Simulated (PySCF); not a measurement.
NICS in isomers of C8H8O2S.

NICS = −σ at a ghost point: NICS(0) at the centroid of the ring atoms, NICS(1) 1 Å to either side along the normal of their mean plane, zz for the tensor component along that normal. Level: GIAO PBE0/pcSseg-1 (PySCF, non-relativistic, gas phase) on the GFN2-xTB geometries, one conformer each. Atom numbers follow the mapped SMILES.

**Question.** Order these rings by mean NICS(1)zz, lowest (most negative) first (ppm).
A. ring C6–C7–C8–C9–C10–C11 in `[O:1]=[S:2]1(=[O:3])[CH2:4][CH2:5][c:6]2[cH:7][cH:8][cH:9][cH:10][c:11]21`
B. ring C5–O6–C7–C9–C10 in `[CH3:1][S:2][c:3]1[cH:4][c:5]2[o:6][c:7]([CH3:8])[cH:9][c:10]2[o:11]1`
C. ring C6–C7–C8–C9–O10 in `[O:1]=[S@@:2]1[CH:3]=[CH:4][C@@H:5]([c:6]2[cH:7][cH:8][cH:9][o:10]2)[CH2:11]1`
D. ring C6–C7–C8–C9–C10–C11 in `[CH2:1]=[CH:2][S:3](=[O:4])(=[O:5])[c:6]1[cH:7][cH:8][cH:9][cH:10][cH:11]1`

**Answer.** D (-29.1), A (-27.9), C (-26.2), B (-21.3).

| SMILES | ring | NICS(0) | NICS(1) | NICS(1)zz | HOMA | rms pucker (Å) | ring atoms with four or more neighbours |
| --- | --- | --- | --- | --- | --- | --- | --- |
| C=CS(=O)(=O)c1ccccc1 | 6-membered carbocycle; formal bonds all aromatic | -9.3 | -11.8 | -29.1 | 0.99 | 0.00 | 0 |
| O=S1(=O)CCc2ccccc21 | 6-membered carbocycle; formal bonds all aromatic | -9.1 | -11.5 | -27.9 | 0.99 | 0.00 | 0 |
| O=[S@@]1C=C[C@@H](c2ccco2)C1 | 5-membered ring with O; formal bonds all aromatic | -12.2 | -10.5 | -26.2 | 0.47 | 0.00 | 0 |
| CSc1cc2oc(C)cc2o1 | 5-membered ring with O; formal bonds all aromatic | -11.5 | -9.2 | -21.3 | 0.42 | 0.00 | 0 |

NICS(0) gives another order. The isotropic NICS(1) gives the same order. Over the 4 rings with a HOMA value its correlation coefficient with NICS(1)zz is -0.84. HOMA uses Krygowski's 1993 parameters. NICS(1) and NICS(1)zz are means over the two faces.
